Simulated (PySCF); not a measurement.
2-(trifluoroacetyl)thiophene (C(C(=O)C1=CC=CS1)(F)(F)F, C6H3F3OS)

Cartesian coordinates in Å; atom numbers follow the order of the lines, from 1:
```xyz
14

O    -1.739    1.993    0.188
C    -1.319    0.867    0.294
C     0.092    0.507    0.244
C     0.705   -0.731    0.329
C     2.111   -0.642    0.227
C     2.537    0.657    0.067
S     1.249    1.775    0.037
C    -2.318   -0.297    0.499
F    -3.558    0.148    0.529
F    -2.066   -0.936    1.645
F    -2.209   -1.187   -0.493
H     0.156   -1.663    0.459
H     2.786   -1.498    0.269
H     3.564    1.009   -0.035
```

Theory: TDDFT CAM-B3LYP/aug-cc-pVDZ excited states, vertical, gas phase in PySCF. Geometry: PBE0-D3(BJ)/def2-SVP.

Question: Give the one- and two-photon strengths of the lowest singlets.

Answer: δ for parallel linear polarisation; σ at the peak of a Lorentzian of half width 0.1 eV, single beam; Ω is circular over linear.
| state | E (eV) | f | photon λ (nm) | δ (au) | σ (GM) | Ω | main |
| --- | --- | --- | --- | --- | --- | --- | --- |
| S1 | 4.07 | 0.000 | 609 | <0.1 | 0.00 | – | HOMO−2→LUMO 0.89 |
| S2 | 4.62 | 0.188 | 537 | 220 | 1.72 | 0.83 | HOMO→LUMO 0.83, HOMO−1→LUMO 0.14 |
| S3 | 4.97 | 0.145 | 499 | 31.7 | 0.29 | 1.27 | HOMO−1→LUMO 0.83, HOMO→LUMO 0.14 |
| S4 | 6.55 | 0.005 | 378 | 40.8 | 0.64 | 1.50 | HOMO→LUMO+1 0.67 |
| S5 | 6.70 | 0.003 | 370 | 23.4 | 0.38 | 1.50 | HOMO−1→LUMO+5 0.26, HOMO−1→LUMO+1 0.24 |
| S6 | 6.78 | 0.001 | 366 | 1.5 | 0.03 | 1.49 | HOMO−3→LUMO 0.88 |

Among these, the strongest one-photon state is S2, the strongest two-photon state S2, with a dipole change of 2.9 D (relaxed, norm of the difference vector).
